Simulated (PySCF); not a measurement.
Numbering as in the mapped SMILES `[BH2:1][C:2]1=[CH:3][C@@H:4]2[C@@H:5]3[CH:6]=[CH:7][C@H:8]1[C@H:9]23`; H(Xn) means a hydrogen on atom n.

Geometry: PBE0-D3(BJ)/def2-SVP; GIAO shifts from PySCF 2.14, gas phase, non-relativistic, averaged over equivalent atoms.

At PBE0/pcSseg-1 (198 basis functions, 32 s wall time on 1 thread of an Arm Neoverse V1, shared host):
```tsv
atoms	δ (ppm)
B1	67.3
C3	161.5
C2	159.8
C7	140.7
C6	126.6
C8	59.0
C9	56.1
C5	52.5
C4	49.4
H(B1)	6.69
H(C3)	6.27
H(C7)	6.20
H(C6)	5.20
H(C8)	3.26
H(C5)	3.25
H(C9)	3.13
H(C4)	3.02
```

Referencing at the same level of theory: $^{11}$B (σref 100.73) vs BF3·OEt2; $^{13}$C (σref 184.41) and $^{1}$H (σref 31.27) vs TMS.

Problem. Predict the values at HF/pcSseg-1 on the same geometry.

Solution. 
```json
{"atoms": "B1", "δ at HF/pcSseg-1": "65.3", "change": "-2.0"}
{"atoms": "C3", "δ at HF/pcSseg-1": "165.6", "change": "+4.1"}
{"atoms": "C2", "δ at HF/pcSseg-1": "157.8", "change": "-2.0"}
{"atoms": "C7", "δ at HF/pcSseg-1": "145.3", "change": "+4.6"}
{"atoms": "C6", "δ at HF/pcSseg-1": "124.7", "change": "-1.9"}
{"atoms": "C8", "δ at HF/pcSseg-1": "49.4", "change": "-9.6"}
{"atoms": "C9", "δ at HF/pcSseg-1": "45.6", "change": "-10.5"}
{"atoms": "C5", "δ at HF/pcSseg-1": "39.2", "change": "-13.3"}
{"atoms": "C4", "δ at HF/pcSseg-1": "36.8", "change": "-12.6"}
{"atoms": "H(B1)", "δ at HF/pcSseg-1": "6.24", "change": "-0.45"}
{"atoms": "H(C3)", "δ at HF/pcSseg-1": "6.48", "change": "+0.21"}
{"atoms": "H(C7)", "δ at HF/pcSseg-1": "6.26", "change": "+0.06"}
{"atoms": "H(C6)", "δ at HF/pcSseg-1": "5.12", "change": "-0.08"}
{"atoms": "H(C8)", "δ at HF/pcSseg-1": "2.88", "change": "-0.38"}
{"atoms": "H(C5)", "δ at HF/pcSseg-1": "2.66", "change": "-0.59"}
{"atoms": "H(C9)", "δ at HF/pcSseg-1": "2.80", "change": "-0.33"}
{"atoms": "H(C4)", "δ at HF/pcSseg-1": "2.45", "change": "-0.57"}
```

δ = σ(ref) − σ, references computed at the same level: $^{11}$B (σref 115.29) against BF3·OEt2; $^{13}$C (σref 190.85), $^{1}$H (σref 31.69) against TMS.

The largest change is at C5 (three-membered-ring carbon). Cost: 198 basis functions, 15 s wall time on 1 thread of an Arm Neoverse V1, shared host. The order of the carbon signals is the same at both levels.

A carbon bonded to boron is broadened by the quadrupolar boron nucleus and is often missing from a measured spectrum.
